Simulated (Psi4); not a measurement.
H₁₂Si₅, charge -1, doublet, geometry from GFN2-xTB (a state made from the parent by changing its charge; the spin is typed, not shown lowest) (a gas-phase anion, which may not be bound at this level). Base run: Psi4 with BLYP/STO-3G.

The Psi4 input:
```
memory 2 GB

molecule mol {
-1 2
  Si   -0.791140   -0.670838   -2.315408
  Si    0.193622   -0.183797   -0.155943
  Si    0.034253    2.141074   -0.102507
  Si   -1.536843   -0.714727    1.312691
  Si    2.132824   -0.602768    1.234816
  H    -2.026832   -0.369242   -3.106050
  H    -0.796237   -2.152810   -2.445599
  H     0.225423   -0.249259   -3.316710
  H     0.241947    2.782680    1.210145
  H    -1.267299    2.703445   -0.512547
  H     0.981789    2.870731   -0.966831
  H    -2.888617   -0.270305    0.921480
  H    -1.738404   -2.152507    1.576208
  H    -1.415905   -0.156389    2.673598
  H     2.232306   -2.083762    1.337257
  H     3.319628   -0.242541    0.413262
  H     2.674174   -0.245254    2.584681
}

set basis sto-3g
set reference uks

energy('blyp')
print_variables()
```

The base run was repeated with changes; each row names its change, and settings that it needs were set with it.

```csv
change,E (Eh),SCF-reference <S^2>,core-seconds (rough),outcome
base,-1437.54606,0.752,10,converged
functional = b3lyp5,-1437.47407,0.755,10,converged
functional = mn15,-1433.45467,0.752,20,converged
functional = m11,-1436.64194,0.760,20,converged
functional = wb97x,-1437.70990,0.762,20,converged
functional = tpss,-1437.86319,0.754,30,converged
functional = wb97x-v,-,-,-,cut at the time limit
functional = pbe0-dh,-1437.04337,0.763,10,converged
functional = pbe,-1436.92164,0.752,10,converged
functional = scan,-1437.78197,0.759,20,converged
functional = x3lyp,-1437.55405,0.755,10,converged
functional = bhhlyp,-1437.74273,0.762,10,converged
functional = pbe0,-1437.15381,0.756,10,converged
```

Totals shift with the method and basis; they matter in differences.

Open shells are given as the SCF converged; they aren't shown to be the lowest states, and a large step between rows can be another state.

A gas-phase anion may not be bound at this level; its values then depend on the basis.
